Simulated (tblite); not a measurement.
Isomers of C6H12N2. Level: GFN2-xTB in tblite, geometry and Hessian alike; calculated harmonic values, unscaled, isolated species. Errors from tens to a few hundred cm⁻¹ against measured bands are possible. One conformer each.

Electronic energies: GFN2-xTB at the same geometries; isomer energies are rough at this level and their order can be wrong.

| SMILES | electronic energy, lowest = 0 (kJ/mol) |
| --- | --- |
| C=CCN(C)/N=C\C | 144.7 |
| CCN1C[C@H](C)C=N1 | 0.0 |
| CCCN1CCC=N1 | 7.3 |

Q: How do GFN2-xTB zero-point energies change the relative energies?

A: 
```
           SMILES  ZPE (kJ/mol)  of it from modes above 1550 cm⁻¹  electronic (kJ/mol)  with ZPE, lowest = 0 (kJ/mol)  lowest mode (cm⁻¹)  rings
CCN1C[C@H](C)C=N1         457.6                             225.7                  0.0                            0.0                  67      1
      CCCN1CCC=N1         458.2                             224.4                  7.3                            8.0                  58      1
   C=CCN(C)/N=C\C         447.2                             237.1                144.7                          134.3                  77      0
```

The zero-point energies span 11.0 kJ/mol, from `C=CCN(C)/N=C\C` to `CCCN1CCC=N1`. The order is unchanged.

Q: What do entropy and thermal enthalpy add at 298.15 K and 1 bar (rigid rotor, harmonic oscillator, one conformer each)?

A: 
```tsv
SMILES	point group	symmetry number	S (J/(mol K))	H − H(0) (kJ/mol)	ZPE + H − H(0) − TS (kJ/mol)
CCN1C[C@H](C)C=N1	C1	1	381.1	25.43	369.4
CCCN1CCC=N1	C1	1	384.2	25.23	368.9
C=CCN(C)/N=C\C	C1	1	407.8	29.02	354.6
```
